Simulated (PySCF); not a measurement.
Compound: C₇H₁₁FO.
Numbering: `[CH3:1][C:2]1([CH3:3])[CH2:4][C@:5]1([CH3:6])[C:7](=[O:8])[F:9]` (hydrogens: H10, H11, H12 on C1; H13, H14, H15 on C3; H16, H17 on C4; H18, H19, H20 on C6)

The same species was optimised twice, with GFN2-xTB and with PBE0-D3(BJ)/def2-SVP (PySCF), and the same property calculations (PySCF, gas phase) were run on both structures.

| coordinate | GFN2-xTB | PBE0-D3(BJ)/def2-SVP | change |
| --- | --- | --- | --- |
| C7–F9 (Å) | 1.372 | 1.346 | -0.026 |
| C5–C7 (Å) | 1.464 | 1.483 | +0.019 |
| C4–C5 (Å) | 1.520 | 1.513 | -0.007 |
| C2–C5 (Å) | 1.543 | 1.548 | +0.005 |
| C5–C6 (Å) | 1.515 | 1.512 | -0.003 |
| C2–C4 (Å) | 1.487 | 1.490 | +0.003 |
| C7=O8 (Å) | 1.187 | 1.188 | +0.001 |
| C2–C3 (Å) | 1.512 | 1.512 | 0.000 |
| C1–C2 (Å) | 1.511 | 1.512 | +0.001 |
| O8–C7–F9 (°) | 117.9 | 119.5 | +1.6 |
| C5–C7–O8 (°) | 130.2 | 129.0 | -1.2 |
| C2–C5–C7 (°) | 116.8 | 116.0 | -0.8 |
| C4–C2–C5 (°) | 60.2 | 59.7 | -0.5 |
| C1–C2–C5 (°) | 119.6 | 120.1 | +0.5 |
| C3–C2–C4 (°) | 119.6 | 119.1 | -0.5 |
| C5–C7–F9 (°) | 111.8 | 111.4 | -0.4 |
| C4–C5–C6 (°) | 120.3 | 120.7 | +0.4 |
| C4–C5–C7–O8 (°) | -18 | -14 | +4 |

Rotational constants: A = 2371, B = 1403, C = 1106 MHz (GFN2-xTB) against A = 2347, B = 1405, C = 1114 MHz (PBE0-D3(BJ)/def2-SVP). Point groups within 0.08 Å: C1 and C1.

On the GFN2-xTB structure: HOMO (eV) -8.14 [PBE0/pcSseg-1]; LUMO (eV) -0.38 [PBE0/pcSseg-1]; dipole (D) 3.60 [PBE0/pcSseg-1]; GIAO shielding of C1 (ppm) 165.9 [PBE0/pcSseg-1]; GIAO shielding of C2 (ppm) 153.3 [PBE0/pcSseg-1]; GIAO shielding of C3 (ppm) 163.0 [PBE0/pcSseg-1]; GIAO shielding of C4 (ppm) 152.1 [PBE0/pcSseg-1]; GIAO shielding of C5 (ppm) 158.9 [PBE0/pcSseg-1]; GIAO shielding of C6 (ppm) 169.3 [PBE0/pcSseg-1]; GIAO shielding of C7 (ppm) 11.5 [PBE0/pcSseg-1]; GIAO shielding of O8 (ppm) -94.1 [PBE0/pcSseg-1].

Q: What do these properties become on the PBE0-D3(BJ)/def2-SVP structure?

A: 
```json
{"property": "HOMO (eV)", "level": "PBE0/pcSseg-1", "on GFN2-xTB": "-8.14", "on PBE0-D3(BJ)/def2-SVP": "-8.04", "change": "+0.10"}
{"property": "LUMO (eV)", "level": "PBE0/pcSseg-1", "on GFN2-xTB": "-0.38", "on PBE0-D3(BJ)/def2-SVP": "-0.32", "change": "+0.06"}
{"property": "dipole (D)", "level": "PBE0/pcSseg-1", "on GFN2-xTB": "3.60", "on PBE0-D3(BJ)/def2-SVP": "3.42", "change": "-0.18"}
{"property": "energy, GFN2-xTB geometry as zero (kcal/mol)", "level": "PBE0/pcSseg-1", "on GFN2-xTB": "0.0", "on PBE0-D3(BJ)/def2-SVP": "-0.6", "change": "-0.6"}
{"property": "GIAO shielding of C1 (ppm)", "level": "PBE0/pcSseg-1", "on GFN2-xTB": "165.9", "on PBE0-D3(BJ)/def2-SVP": "163.7", "change": "-2.2"}
{"property": "GIAO shielding of C2 (ppm)", "level": "PBE0/pcSseg-1", "on GFN2-xTB": "153.3", "on PBE0-D3(BJ)/def2-SVP": "153.9", "change": "+0.6"}
{"property": "GIAO shielding of C3 (ppm)", "level": "PBE0/pcSseg-1", "on GFN2-xTB": "163.0", "on PBE0-D3(BJ)/def2-SVP": "161.0", "change": "-2.0"}
{"property": "GIAO shielding of C4 (ppm)", "level": "PBE0/pcSseg-1", "on GFN2-xTB": "152.1", "on PBE0-D3(BJ)/def2-SVP": "152.5", "change": "+0.4"}
{"property": "GIAO shielding of C5 (ppm)", "level": "PBE0/pcSseg-1", "on GFN2-xTB": "158.9", "on PBE0-D3(BJ)/def2-SVP": "156.4", "change": "-2.5"}
{"property": "GIAO shielding of C6 (ppm)", "level": "PBE0/pcSseg-1", "on GFN2-xTB": "169.3", "on PBE0-D3(BJ)/def2-SVP": "167.6", "change": "-1.7"}
{"property": "GIAO shielding of C7 (ppm)", "level": "PBE0/pcSseg-1", "on GFN2-xTB": "11.5", "on PBE0-D3(BJ)/def2-SVP": "11.6", "change": "+0.1"}
{"property": "GIAO shielding of O8 (ppm)", "level": "PBE0/pcSseg-1", "on GFN2-xTB": "-94.1", "on PBE0-D3(BJ)/def2-SVP": "-93.2", "change": "+0.9"}
```

The heavy atoms differ by 0.037 Å rms after alignment. Among bonds between heavy atoms C7–F9 changes most (-0.026 Å). Changes are differences of the printed values. Neither structure is proved a minimum here.

Conformer computed: `[CH3:1][C:2]1([CH3:3])[CH2:4][C@:5]1([CH3:6])[C:7](=[O:8])[F:9]`: C4–C5–C7–O8 -14°.
